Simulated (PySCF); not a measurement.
CH₃F₃Si, SMILES F[SiH2]C(F)F.

Geometry optimised at PBE-D3(BJ)/def2-SVP. Other conformers were not sampled.

Two levels are set side by side: TDDFT-PBE/def2-SVPD (PySCF) and TDDFT-CAM-B3LYP/def2-SVPD (PySCF). Vertical, same geometry. The lowest singlet is HOMO→LUMO 99 % with PBE and HOMO→LUMO 96 % with the other functional; states are paired by order. Differences are taken from unrounded values.

| quantity | TDDFT-CAM-B3LYP | TDDFT-PBE | TDDFT-PBE minus TDDFT-CAM-B3LYP |
|---|---|---|---|
| lowest singlet excitation (eV) | 7.29 | 6.16 | -1.13 |
| lowest triplet excitation (TDA) (eV) | 6.82 | 5.80 | -1.02 |
| first bright state (f over 0.05) (eV) | 8.46 | 7.96 | -0.50 |
| its oscillator strength | 0.05 | 0.10 | 0.04 |

A lower first singlet is the usual sign of a functional without exact exchange. Differences between two approximate levels are no errors against the true value.

Rough cost on one machine, each run with all the roots and properties that it gave: TDDFT-CAM-B3LYP against TDDFT-PBE about 5 times.
